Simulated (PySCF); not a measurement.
A side-by-side comparison of computed properties.

First species: 1,3-dioxolane, C3H6O2.
Numbering: `[CH2:1]1[CH2:2][O:3][CH2:4][O:5]1` (hydrogens: H6, H7 on C1; H8, H9 on C2; H10, H11 on C4)

Geometry (PBE0-D3(BJ)/def2-SVP, Å), atoms numbered from 1 in this order:
```xyz
11
C3H6O2 angstrom
C     -1.0751   -0.0676    0.0039
C     -0.0804    1.0356    0.3189
O      1.1128    0.3097    0.4924
C      1.0212   -0.8503   -0.2898
O     -0.2921   -0.9476   -0.7646
H     -1.4396   -0.5511    0.9320
H     -1.9387    0.2555   -0.5943
H     -0.3004    1.5910    1.2422
H     -0.0014    1.7530   -0.5213
H      1.2947   -1.7170    0.3446
H      1.6991   -0.8110   -1.1642
```

Second species: C₈H₈.
SMILES: `C1=C\C=C/C=C\C=C/1`

Levels: PBE0/def2-SVPD for dipole moment, HOMO energy, LUMO energy, HOMO–LUMO gap, static isotropic polarisability and electronic spatial extent ⟨r²⟩ about the centre of nuclear charge; TDDFT PBE0/def2-SVPD for lowest singlet excitation; TDA PBE0/def2-SVPD for lowest triplet excitation (Tamm–Dancoff); ΔSCF PBE0/def2-SVPD for vertical ionisation energy. Geometries: PBE0-D3(BJ)/def2-SVP. Each structure is a single optimised conformer of the isolated species, non-relativistic unless stated; the electronic structure was computed with PySCF and density fitting.

```json
{"property": "dipole moment", "column X": "1.18 D", "column Y": "0.00 D"}
{"property": "HOMO energy", "column X": "-7.43 eV", "column Y": "-6.18 eV"}
{"property": "LUMO energy", "column X": "0.72 eV", "column Y": "-1.46 eV"}
{"property": "HOMO–LUMO gap", "column X": "8.15 eV", "column Y": "4.72 eV"}
{"property": "lowest singlet excitation", "column X": "6.95 eV", "column Y": "3.46 eV"}
{"property": "lowest triplet excitation (Tamm–Dancoff)", "column X": "6.78 eV", "column Y": "2.56 eV"}
{"property": "static isotropic polarisability", "column X": "43.6 au", "column Y": "92.7 au"}
{"property": "vertical ionisation energy", "column X": "9.72 eV", "column Y": "7.98 eV"}
{"property": "electronic spatial extent ⟨r²⟩ about the centre of nuclear charge", "column X": "331 bohr²", "column Y": "843 bohr²"}
```

Task: Which column belongs to which species?

Result: Column X is the first species and column Y the second. The first has 11 atoms and 40 electrons, the second 16 and 56.

Task: How does each property change from the first species to the second?

Result: dipole moment -1.18 D; HOMO energy +1.25 eV; LUMO energy -2.18 eV; HOMO–LUMO gap -3.43 eV; lowest singlet excitation -3.49 eV; lowest triplet excitation (Tamm–Dancoff) -4.22 eV; static isotropic polarisability +49.1 au; vertical ionisation energy -1.74 eV; electronic spatial extent ⟨r²⟩ about the centre of nuclear charge +512 bohr².

On the first: The principal polarisabilities are 39.7, 41.7 and 49.4 au; their mean is the isotropic value. In atomic units the dipole is 0.47 e·bohr (1 au = 2.5417 D).

On the second: No computed singlet falls in the visible range (750 to 380 nm, 1.65 to 3.26 eV); S1 lies 0.20 eV above its blue end. The ΔSCF ionisation energy exceeds −ε(HOMO) by 1.80 eV with PBE0.
